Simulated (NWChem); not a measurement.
System: CH$_{6}$AlOSi cation; SMILES [CH3][Al+][O][SiH3]

```xyz
10

Al    -0.6704     0.4192     0.8556
C     -1.7599     1.1140     2.2542
H     -1.9475     0.3281     3.0031
H     -2.7209     1.4587     1.8399
H     -1.2474     1.9613     2.7371
O      0.2630    -0.1736    -0.3403
Si     1.2513    -0.7919    -1.6027
H      0.3832    -1.6873    -2.4060
H      2.3613    -1.5189    -0.9393
H      1.7213     0.3865    -2.3716
```
Atoms are numbered in this order, from 1.

All runs: NWChem. Pople sets run with spherical d functions. STO-3G and 3-21G are far too small for this property and stand as cheap habits. Geometry: optimised at PBE0/def2-SVP. GIAO values for the isolated, static molecule; σ is the absolute isotropic shielding, δ = σ(reference) − σ with the isolated reference molecule computed at the same levels (13C: tetramethylsilane, 1H: tetramethylsilane, 17O: water, 29Si: tetramethylsilane).

Task: Order these runs by computing time, cheapest first, and give rough ratios: B3LYP/6-311G**; Hartree-Fock/STO-3G; LDA (Slater exchange, VWN5)/pcSseg-1.

Result: Hartree-Fock/STO-3G (1), LDA (Slater exchange, VWN5)/pcSseg-1 (6), B3LYP/6-311G** (20). Ratios are rough, from one shared machine; the cheapest took around 9 core-seconds (rough). What differs between the cheapest and the dearest: σ Al1 (ppm) 463.2 → 425.4; δ C2 (ppm) 1.4 → -14.6; δ H3 (rotor mean) (ppm) 1.55 → 1.42; δ O6 (ppm) -86.2 → 76.6.
